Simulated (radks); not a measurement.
Se2+, configuration [Ar] 3d10 4p2 5p2 (not the ground configuration). Calculated with a radial shooting solver on a logarithmic mesh with Libxc functionals: scalar-relativistic Kohn-Sham, BLYP, spin-polarised, spherical densities, finite nucleus; open shells are filled with parallel spins first; Fermi nuclear charge, rms radius 4.14 fm. Some entries of the table are withheld. Estimate them.

| orbital | occ. | eigenvalue (eV) | r(max) (bohr) | <r> (bohr) |
|---|---|---|---|---|
| 1s up | 1 | -12548.11 | 0.02880 | 0.04408 |
| 1s down | 1 | -12547.90 | 0.02880 | 0.04408 |
| 2s up | 1 | -1646.791 | 0.1645 | 0.1959 |
| 2s down | 1 | -1646.678 | 0.1645 | 0.1959 |
| 2p up | 3 | -1453.595 | 0.1317 | 0.1711 |
| 2p down | 3 | -1453.400 | 0.1317 | 0.1711 |
| 3s up | 1 | -252.2788 | 0.5020 | 0.5737 |
| 3s down | 1 | -251.9826 | 0.5021 | 0.5734 |
| 3p up | 3 | (1) | 0.4999 | 0.5888 |
| 3p down | 3 | (2) | 0.5000 | 0.5881 |
| 3d up | 5 | (3) | 0.4516 | (4) |
| 3d down | 5 | (5) | 0.4515 | (6) |
| 4p up | 2 | -36.5832 | 1.588 | 1.801 |
| 4p down | 0 | -34.2800 | 1.588 | 1.817 |
| 5p up | 2 | -12.7967 | 3.936 | 4.146 |

Answer. 
(1) 3p up eigenvalue (eV): -191.8373
(2) 3p down eigenvalue (eV): -191.4995
(3) 3d up eigenvalue (eV): -91.9224
(4) 3d up <r> (bohr): 0.6249
(5) 3d down eigenvalue (eV): -91.4777
(6) 3d down <r> (bohr): 0.6215
